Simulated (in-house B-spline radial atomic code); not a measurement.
Values are calculated unless marked as measured or tabulated.
# Zn ion on Ga atom: potential, deflection and energy transfer

The pair potential comes from two frozen, spherical free-atom densities (PBE, B-spline radial code, scalar-relativistic past argon): electrostatics plus the change in Thomas-Fermi kinetic and Dirac exchange energy where they overlap, the recipe behind the universal ZBL potential, which averages such potentials (from solid-state densities) over many pairs. It is written V = (Z1 Z2 e²/r) φ(r/a), with e² = 14.3996 eV·Å and a = 0.46850 Å/(Z1^0.23 + Z2^0.23); ZBL's fit is φ = 0.18175 e^(−3.1998x) + 0.50986 e^(−0.94229x) + 0.28022 e^(−0.4029x) + 0.02817 e^(−0.20162x). Where φ falls below 4e-4 it is continued as an exponential.

Masses 65.38 and 69.72 u.

| x = r/a | φ, this pair | φ, ZBL |
| --- | --- | --- |
| 0.1 | 0.8934 | 0.8928 |
| 0.5 | 0.6241 | 0.6096 |
| 1.5 | 0.3131 | 0.2995 |
| 3 | 0.1366 | 0.1292 |
| 5 | 0.05346 | 0.05224 |
| 8 | 0.01608 | 0.01705 |
| 12 | 0.00413 | 0.00474 |
| 17 | 0.001069 | 0.001212 |

(1) At x = 4 the electrostatic, kinetic and exchange parts are -188.97, 2993.82 and -190.05 eV. Find r, V and φ.

(2) The ion comes in at 243.1 keV with impact parameter 0.5337 Å. The scattering integral gives a centre-of-mass angle of 1.262° and a closest approach of 5.027 a. What are the reduced energy, the energy passed on and the laboratory angles?

Answers

(1) a = 0.46850/(2.1864 + 2.2030) = 0.10673 Å, so r = 0.42693 Å. V = -188.97 + 2993.82 + (-190.05) = 2614.80 eV. The bare repulsion is 30 × 31 × 14.3996/0.42693 = 31367 eV, so φ = 0.0834, +3.9 % against ZBL's 0.0803. The kinetic (Pauli) term is 114 % of V here, as the other two terms together attract.

(2) ε = E a M2/(Z1 Z2 e² (M1 + M2)) = 243100 × 4.1131e-06 = 1. The most that one collision can pass on is γE with γ = 4 M1 M2/(M1 + M2)² = 0.9990. Here T = γE sin²(θ/2) = 0.9990 × 243100 × 0.0001213 = 29.47 eV. The ion turns by arctan(sin θ/(cos θ + M1/M2)) = 0.7°, and the struck atom leaves at (180° − θ)/2 = 89.4°. The closest approach is 0.536 Å. With ZBL the angle would be 1.22° and T = 27.37 eV.
